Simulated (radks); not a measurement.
Q: The mean radii <r> (bohr) of the occupied orbitals of an atom or ion are listed with their occupations. Calculated with a radial shooting solver on a logarithmic mesh with Libxc functionals: Dirac Kohn-Sham, PBEsol, spin-unpolarised, spherical densities, point nucleus.

| orbital | occ. | <r> |
|---|---|---|
| 1s1/2 | 2 | 0.02275 |
| 2s1/2 | 2 | 0.09652 |
| 2p1/2 | 2 | 0.08075 |
| 2p3/2 | 4 | 0.08737 |
| 3s1/2 | 2 | 0.2547 |
| 3p1/2 | 2 | 0.2443 |
| 3p3/2 | 4 | 0.2570 |
| 3d3/2 | 4 | 0.2287 |
| 3d5/2 | 6 | 0.2327 |
| 4s1/2 | 2 | 0.5786 |
| 4p1/2 | 2 | 0.5924 |
| 4p3/2 | 4 | 0.6212 |
| 4d3/2 | 4 | 0.6622 |
| 4d5/2 | 6 | 0.6724 |
| 5s1/2 | 2 | 1.377 |
| 5p1/2 | 2 | 1.528 |
| 5p3/2 | 4 | 1.608 |
| 4f5/2 | 5 | 0.9022 |

Name the element and its charge. Open shells, if any, fill j = l - 1/2 first.

A: Z = 62, samarium, charge +3: Sm3+ in [Xe] 4f5. The 1s radius gives Z: for a bare nucleus <r> = (2 gamma + 1)/(2Z) with gamma = sqrt(1 - (Z/c)^2), 0.02245 bohr for Z = 62, and screening makes it slightly larger (0.02275 here). The occupations add up to 59, and the charge is Z minus that.
